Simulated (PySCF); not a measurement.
Spinor energies of Cd⁴¹⁺ (cadmium, charge +41)

Start: [He] 2s2 2p3; 2p1/2 filled at m_j = -1/2, +1/2; 2p3/2 filled at m_j = +3/2. Calculated with PySCF 2.14 in an uncontracted even-tempered set (17 s from 20 bohr⁻², ratio 2.4; 12 p from 26 bohr⁻², ratio 2.4; 5 d from 91 bohr⁻², ratio 2.6; 4 f from 140 bohr⁻², ratio 2.6): generalised Hartree-Fock with the X2C-1e Hamiltonian and a Gaussian nucleus; one run each with spin-orbit coupling (SO) switched off, then screened by Boettger's factors.

| spinor shell | electrons | ε, spin-free (eV) | ε, screened SO (eV) | weight of nominal j (screened SO) | rms radius, screened SO (bohr) |
| --- | --- | --- | --- | --- | --- |
| 1s1/2 | 2 | -30080.4 | -30069.4 | 1.000 | 0.0347 |
| 2s1/2 | 2 | -6847.1 | -6843.9 | 1.000 | 0.136 |
| 2p1/2 | 2 | -6560.6 | -6671.9 | 0.997 | 0.117 |
| 2p3/2 | 1 | -6560.6 | -6470.3 | 1.000 | 0.121 |

| quantity | spin-free | screened SO |
| --- | --- | --- |
| E (hartree) | -3645.17979 | -3651.83340 |
| M_J | 3/2 | 3/2 |
| ⟨J²⟩ | 3.750 | 3.750 |
| ⟨L²⟩ | 0.000 | 2.326 |
| ⟨S²⟩ | 3.750 | 1.602 |

Each row is a mean over spinors that exchange with the open shell spreads, by up to 47.306 eV (2s1/2).

Breit and QED terms are absent; they matter most for the inner s and p1/2 levels.

Densities and radii are taken from the X2C orbitals without a picture-change correction, which distorts them close to the nucleus.

Without spin-orbit coupling the j labels of p, d and f shells carry no meaning; the spin-free column gives the mean over the occupied spinors of each nl shell.
